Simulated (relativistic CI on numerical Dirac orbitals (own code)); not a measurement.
## Ni2+ in a cubic cluster: 3s photoemission with charge transfer

Computed with a charge-transfer multiplet model of a cubic metal-ligand cluster with up to 2 ligand holes, Slater and spin-orbit integrals from Dirac-Coulomb-Breit ions, Slater integrals scaled by 0.7. The ground state mixes d8 with configurations of k ligand holes L, whose averages lie at kΔ + k(k − 1)U_dd/2; a core hole lowers each added d electron by U_cd. 300 K, Lorentzian 1.4 eV and Gaussian 0.8 eV FWHM.

Atomic integrals in eV (Slater integrals scaled, ζ unscaled), ground: F2dd 8.519, F4dd 5.287, zeta_d 0.080; with the core hole: F2dd 9.319, F4dd 5.820, zeta_d 0.091, G2cd 9.423.

Cluster parameters (eV): Δ = 5.1, U_dd = 8.2, U_cd = 9.6, 10Dq = 1.3, 10Dq(ligand) = 0.6, final-state hopping factor = 1.

```
                             Case   n_d    d8   d9L  d10L2     S
V(eg) = 1.6 eV, V(t2g) = -0.77 eV  8.09  0.91  0.09   0.00  1.00
V(eg) = 1.9 eV, V(t2g) = -0.92 eV  8.12  0.88  0.12   0.00  1.00
V(eg) = 2.2 eV, V(t2g) = -1.06 eV  8.15  0.85  0.15   0.00  1.00
V(eg) = 2.8 eV, V(t2g) = -1.35 eV  8.21  0.79  0.20   0.01  1.00
V(eg) = 3.1 eV, V(t2g) = -1.49 eV  8.24  0.77  0.22   0.01  1.00
```

Weights, n_d and S are thermal averages at 300 K. Binding energies count from the first peak over 30 % of the highest in each spectrum, which can be another peak from case to case. The parameters are a model scan and need not match a compound or its usual spin state. Peaks in eV (height, largest 100):
- V(eg) = 1.6 eV, V(t2g) = -0.77 eV: 0.0 (100), 4.9 (100), 8.0 (35), 10.8 (46)
- V(eg) = 1.9 eV, V(t2g) = -0.92 eV: 0.0 (100), 5.5 (77), 8.6 (34), 11.8 (33)
- V(eg) = 2.2 eV, V(t2g) = -1.06 eV: 0.0 (100), 6.2 (62), 9.2 (32), 12.8 (24)
- V(eg) = 2.8 eV, V(t2g) = -1.35 eV: 0.0 (100), 2.1 (41), 7.5 (44), 10.4 (27), 15.0 (13)
- V(eg) = 3.1 eV, V(t2g) = -1.49 eV: 0.0 (100), 2.2 (42), 8.1 (38), 11.0 (25), 16.1 (10)

For the case V(eg) = 2.2 eV, V(t2g) = -1.06 eV, Δ = 5.1 eV is smaller than U_dd = 8.2 eV, the charge-transfer side of the Zaanen-Sawatzky-Allen scheme. With the core hole the average of the configuration with one ligand hole lies at Δ − U_cd = -4.5 eV before mixing: it lies below the unscreened one, so the lowest final states are mostly screened and the unscreened weight appears at higher binding energy as a satellite.

Without intra-shell correlation the exchange splitting of the 3s hole comes out too large.
